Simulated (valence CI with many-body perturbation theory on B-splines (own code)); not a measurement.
# Os VI: electric-dipole lines

Method: valence CI with perturbative core correlation (CI+MBPT): three valence electrons over a frozen Dirac-Fock core [Xe] 4f14, a basis of 7 s, 7 p, 8 d, 6 f, 4 g, 1 h functions for each j, with the one-electron correlation potential Σ1 (screened to all orders), the two-electron term Σ2, the three-electron term Σ3, Breit, model QED; selected single and double excitations, second order for the rest, scaled by the run's own slope (own B-spline code, finite nucleus).

Against 69 measured levels this calculation errs by 1368 cm⁻¹ on average and by 3021 at most. These come from a selection out of Brasseur, Palmeri and Quinet, Atoms 13, 11 (2025). Levels without a partner in it may be off by more, other configurations by 1,000 to 8,000 cm⁻¹. The list stops below the first excitations out of the core.

Lines 301 to 350 of 568 in falling wavelength, among levels below 277790 cm⁻¹, chosen from the strongest by gf and those to the six lowest levels. Wavelengths and rates use the calculated energies, so an error of 1000 cm⁻¹ moves a line at 59.09 nm by 0.59 % and its rate by three times that or more. Electric multipoles are in the length gauge, E1 and E2 with the static RPA response of the core. Weak lines are less certain than strong ones. Lines between different terms over intervals too small for the method are left out, as are lines whose strength nearly cancels. Where a level lies close to another of its J and parity, the split of strength between their lines is uncertain. The highest levels of a list are the least certain.

Names give the largest LS component (configuration and term), which can be under half, so a name can repeat, a term be missing and a line seem to break the LS rules; names also repeat where a configuration has a term twice. Letters in brackets count levels of one name in rising energy.

| λ vac (nm) | λ from measured levels | Upper | Lower | A (s⁻¹) | S (a.u.) with core polarisation | S without |
| --- | --- | --- | --- | --- | --- | --- |
| 59.09 | 59.29 | 5d²6p ²G°_7/2 [b] | 5d³ ²D_5/2 [a] | 7.63e+07 | 6.22e-02 | 7.68e-02 |
| 58.89 | 59.03 | 5d²6p ⁴D°_7/2 [b] | 5d³ ²F_7/2 | 1.51e+08 | 1.22e-01 | 1.43e-01 |
| 58.81 | 59.31 | 5d²6p ²D°_5/2 [a] | 5d³ ²G_7/2 | 8.51e+07 | 5.13e-02 | 6.79e-02 |
| 58.73 | 58.96 | 5d²6p ⁴F°_5/2 | 5d³ ⁴P_3/2 | 1.28e+09 | 7.65e-01 | 9.29e-01 |
| 58.66 | 59.11 | 5d²6p ²F°_7/2 [a] | 5d³ ²G_9/2 | 4.50e+08 | 3.59e-01 | 4.28e-01 |
| 58.58 | 58.94 | 5d²6p ⁴D°_7/2 [a] | 5d³ ²G_7/2 | 5.07e+07 | 4.03e-02 | 4.90e-02 |
| 58.55 | 59.02 | 5d²6p ⁴F°_3/2 | 5d³ ⁴F_5/2 | 2.34e+07 | 9.28e-03 | 1.10e-02 |
| 58.46 | 58.72 | 5d²6p ²F°_5/2 [a] | 5d³ ²D_5/2 [a] | 1.60e+08 | 9.48e-02 | 1.12e-01 |
| 58.38 | 58.80 | 5d²6p ⁴D°_1/2 [a] | 5d³ ⁴P_1/2 | 5.13e+08 | 1.01e-01 | 1.18e-01 |
| 58.30 |  | 5d²6p ²P°_3/2 [b] | 5d³ ²D_5/2 [b] | 2.75e+09 | 1.07e+00 | 1.24e+00 |
| 58.17 | 58.66 | 5d²6p ⁴G°_5/2 | 5d³ ⁴F_3/2 | 7.67e+08 | 4.47e-01 | 5.42e-01 |
| 58.13 | 58.52 | 5d²6p ⁴D°_3/2 [b] | 5d³ ⁴P_5/2 | 1.14e+09 | 4.41e-01 | 5.18e-01 |
| 58.11 | 58.37 | 5d²6p ⁴D°_5/2 | 5d³ ⁴P_5/2 | 3.59e+08 | 2.09e-01 | 2.45e-01 |
| 58.07 | 58.38 | 5d²6p ⁴S°_3/2 | 5d³ ²D_5/2 [a] | 1.36e+09 | 5.27e-01 | 6.47e-01 |
| 57.99 | 58.22 | 5d²6p ²F°_7/2 [a] | 5d³ ²D_5/2 [a] | 4.93e+08 | 3.80e-01 | 4.54e-01 |
| 57.98 | 58.47 | 5d²6p ⁴G°_7/2 | 5d³ ⁴F_7/2 | 2.34e+08 | 1.80e-01 | 2.21e-01 |
| 57.97 |  | 5d²6p ²P°_3/2 [b] | 5d³ ²D_3/2 [b] | 9.98e+08 | 3.84e-01 | 4.38e-01 |
| 57.92 |  | 5d²6p ²F°_5/2 [d] | 5d³ ²D_5/2 [b] | 2.18e+09 | 1.25e+00 | 1.44e+00 |
| 57.88 | 58.33 | 5d²6p ⁴P°_3/2 | 5d³ ²P_3/2 | 1.16e+08 | 4.46e-02 | 5.30e-02 |
| 57.80 | 58.04 | 5d²6p ²G°_7/2 [a] | 5d³ ⁴P_5/2 | 2.76e+08 | 2.11e-01 | 2.45e-01 |
| 57.77 | 58.13 | 5d²6p ⁴P°_3/2 | 5d³ ²F_5/2 | 1.37e+08 | 5.23e-02 | 6.05e-02 |
| 57.62 | 57.83 | 5d²6p ²F°_5/2 [b] | 5d³ ²D_5/2 [a] | 4.43e+08 | 2.51e-01 | 2.95e-01 |
| 57.60 | 58.00 | 5d²6p ⁴D°_1/2 [a] | 5d³ ⁴P_3/2 | 2.10e+08 | 3.96e-02 | 5.16e-02 |
| 57.60 |  | 5d²6p ²F°_5/2 [d] | 5d³ ²D_3/2 [b] | 6.99e+08 | 3.95e-01 | 4.49e-01 |
| 57.51 | 57.94 | 5d²6p ⁴F°_5/2 | 5d³ ⁴F_7/2 | 4.07e+06 | 2.29e-03 | 2.76e-03 |
| 57.37 | 57.77 | 5d²6p ²G°_7/2 [a] | 5d³ ²H_9/2 | 6.84e+08 | 5.10e-01 | 5.93e-01 |
| 57.36 | 57.73 | 5d²6p ⁴D°_5/2 | 5d³ ²G_7/2 | 8.87e+08 | 4.96e-01 | 5.89e-01 |
| 57.33 | 57.76 | 5d²6p ⁴G°_11/2 | 5d³ ²G_9/2 | 4.87e+07 | 5.43e-02 | 6.50e-02 |
| 57.23 | 57.49 | 5d²6p ²D°_5/2 [b] | 5d³ ²F_7/2 | 7.04e+08 | 3.91e-01 | 4.59e-01 |
| 57.09 | 57.41 | 5d²6p ²D°_5/2 [b] | 5d³ ²P_3/2 | 9.43e+08 | 5.20e-01 | 6.09e-01 |
| 57.08 |  | 5d²6p ²G°_9/2 [a] | 5d³ ²F_7/2 | 6.90e+07 | 6.33e-02 | 6.04e-02 |
| 57.06 | 57.40 | 5d²6p ²G°_7/2 [a] | 5d³ ²G_7/2 | 3.11e+08 | 2.28e-01 | 2.69e-01 |
| 57.02 | 57.40 | 5d²6p ⁴D°_3/2 [a] | 5d³ ⁴P_1/2 | 1.26e+09 | 4.62e-01 | 5.70e-01 |
| 56.98 | 57.21 | 5d²6p ²D°_5/2 [b] | 5d³ ²F_5/2 | 1.58e+08 | 8.67e-02 | 1.02e-01 |
| 56.93 | 57.34 | 5d²6p ⁴F°_9/2 | 5d³ ²H_11/2 | 1.83e+09 | 1.67e+00 | 2.01e+00 |
| 56.83 | 57.00 | 5d²6p ⁴D°_7/2 [b] | 5d³ ²D_5/2 [a] | 6.11e+08 | 4.43e-01 | 5.10e-01 |
| 56.68 | 57.04 | 5d²6p ²S°_1/2 | 5d³ ⁴P_1/2 | 3.47e+08 | 6.23e-02 | 8.10e-02 |
| 56.48 | 56.87 | 5d²6p ⁴F°_3/2 | 5d³ ⁴F_3/2 | 5.07e+09 | 1.80e+00 | 2.17e+00 |
| 56.46 | 56.83 | 5d²6p ⁴P°_5/2 | 5d³ ²F_7/2 | 1.99e+08 | 1.06e-01 | 1.23e-01 |
| 56.44 | 56.74 | 5d²6p ⁴D°_7/2 [c] | 5d³ ²F_7/2 | 2.06e+09 | 1.46e+00 | 1.72e+00 |
| 56.32 | 56.76 | 5d²6p ⁴P°_5/2 | 5d³ ²P_3/2 | 8.40e+07 | 4.44e-02 | 5.29e-02 |
| 56.32 | 56.79 | 5d²6p ⁴G°_7/2 | 5d³ ⁴F_5/2 | 8.81e+08 | 6.22e-01 | 7.50e-01 |
| 56.32 | 56.75 | 5d²6p ⁴G°_9/2 [a] | 5d³ ⁴F_9/2 | 2.23e+09 | 1.97e+00 | 2.40e+00 |
| 56.28 | 56.64 | 5d²6p ⁴D°_3/2 [a] | 5d³ ⁴P_3/2 | 6.82e+08 | 2.40e-01 | 2.82e-01 |
| 56.25 |  | 5d²6p ²P°_1/2 [c] | 5d³ ²D_3/2 [b] | 7.22e+09 | 1.27e+00 | 1.51e+00 |
| 56.25 | 56.55 | 5d²6p ²F°_5/2 [a] | 5d³ ²D_3/2 [a] | 1.12e+09 | 5.88e-01 | 6.87e-01 |
| 56.22 | 56.54 | 5d²6p ⁴S°_3/2 | 5d³ ²P_1/2 | 1.24e+09 | 4.33e-01 | 5.26e-01 |
| 56.14 | 56.47 | 5d²6p ²D°_5/2 [a] | 5d³ ⁴P_3/2 | 3.81e+08 | 2.00e-01 | 2.46e-01 |
| 56.07 | 56.34 | 5d²6p ²D°_3/2 [a] | 5d³ ⁴P_1/2 | 7.20e+08 | 2.51e-01 | 2.95e-01 |
| 56.07 | 56.45 | 5d²6p ²P°_3/2 [a] | 5d³ ²P_3/2 | 6.97e+08 | 2.43e-01 | 2.80e-01 |
